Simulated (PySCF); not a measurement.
The second ionisation energy along the 5p block

All values are computed (PySCF 2.14, energy differences of UHF-based or UKS calculations, no spin-orbit coupling). Values in eV. The last column holds reference values (NIST; (s) semi-empirical, (t) theoretical, else measured). Unmarked ones compare directly (S terms, centres of terms, or small fine structure); those marked * lie between the lowest fine-structure levels and include a spin-orbit shift.

| element | configurations | UHF | SCS-MP2 (valence) | CCSD(T) (valence) | LDA | PBE0 | CCSD(T) (valence and next inner shell) | reference |
| --- | --- | --- | --- | --- | --- | --- | --- | --- |
| In (def2-TZVPPD with the def2 core potential (28 electrons), ECP) | [Kr] 4d10 5s2 → [Kr] 4d10 5s1 | 17.010 | 17.777 | 17.906 | 19.507 | 18.726 | 18.687 | 18.870 |
| Sn (def2-TZVPPD with the def2 core potential (28 electrons), ECP) | [Kr] 4d10 5s2 5p1 → [Kr] 4d10 5s2 | 13.749 | 13.935 | 14.029 | 14.403 | 14.260 | 14.139 | 14.282 |
| Sb (def2-TZVPPD with the def2 core potential (28 electrons), ECP) | [Kr] 4d10 5s2 5p2 → [Kr] 4d10 5s2 5p1 | 16.006 | 16.254 | 16.373 | 16.654 | 16.531 | 16.476 | 16.626 ± 0.025 * |
| Te (def2-TZVPPD with the def2 core potential (28 electrons), ECP) | [Kr] 4d10 5s2 5p3 → [Kr] 4d10 5s2 5p2 | 18.359 | 18.654 | 18.787 | 18.932 | 18.857 | 18.880 | 18.6 ± 0.4 * |
| I (def2-TZVPPD with the def2 core potential (28 electrons), ECP) | [Kr] 4d10 5s2 5p4 → [Kr] 4d10 5s2 5p3 | 17.684 | 18.343 | 18.433 | 19.032 | 18.747 | 18.521 | 18.750 |
| Xe (def2-TZVPPD with the def2 core potential (28 electrons), ECP) | [Kr] 4d10 5s2 5p5 → [Kr] 4d10 5s2 5p4 | 20.073 | 20.768 | 20.817 | 21.361 | 21.103 | 20.904 | 20.975 (s) * |

Problem. Which of these methods has the smallest mean absolute error against the measured values here?

Solution. PBE0, with 0.056 eV.

| method | elements | mean error (eV) | mean absolute error (eV) | largest error (eV) |
| --- | --- | --- | --- | --- |
| UHF | 3 | -1.153 | 1.153 | -1.860 |
| SCS-MP2 (valence) | 3 | -0.616 | 0.616 | -1.094 |
| CCSD(T) (valence) | 3 | -0.511 | 0.511 | -0.965 |
| LDA | 3 | 0.347 | 0.347 | 0.637 |
| PBE0 | 3 | -0.056 | 0.056 | -0.144 |
| CCSD(T) (valence and next inner shell) | 3 | -0.185 | 0.185 | -0.228 |

Errors include the incompleteness of the basis and the frozen core.

"Valence" correlates the outer s and p shells and, in groups 3 to 12 and the f block, the outer d or f shell, open or full, or the next shell where the ion has no valence electron left; the wider scheme adds the next inner shell.
